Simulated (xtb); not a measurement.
H3O4S, SMILES O=S(O)(O)=[OH+], charge +1. All values are semi-empirical tight-binding results from xtb (GFN2-xTB unless named), good for trends rather than for accurate numbers. The structure is a stationary point at GFN2-xTB. The isomer is the one that the SMILES or the coordinates give; other isomers of the formula were not compared. One conformer was computed; it need not be the lowest.

Optimised geometry:

```xyz
8

O      0.0000     0.0000    -1.4985
S      0.0000     0.0000    -0.0990
O     -1.2131     0.6546     0.5432
O      1.1734     0.7233     0.5432
O      0.0396    -1.3779     0.5432
H     -1.5735     1.4709     0.1782
H      2.0606     0.6273     0.1782
H     -0.4871    -2.0982     0.1782
```
Charge +1, spin multiplicity 1.

Question: Estimate the properties. (An estimate is asked for; the answer gives what the named calculation found.)

Answer: 
| Item | Value |
|---|---|
| point group as xtb finds it | C3 |
| orbital gap | 8.97 eV |
| zero-point energy | 28.0 kcal/mol |
| G − E(el) at 298.15 K (modified RRHO) | 10.3 kcal/mol |
| static polarisability (D4 model) | 45.0 bohr³ |
| solvation energy, GFN2-xTB/ALPB(water) | -84.9 kcal/mol |
| solvation energy, GFN2-xTB/ALPB(hexane) | -32.8 kcal/mol |

Computed atomic charges and the Wiberg bond orders between heavy atoms:
charges (e) O1 -0.57, S2 1.82, O3 -0.51, O4 -0.51, O5 -0.51, H6 0.43, H7 0.43, H8 0.43. Bond orders O1–S2 1.55, S2–O3 1.06, S2–O4 1.06, S2–O5 1.06.
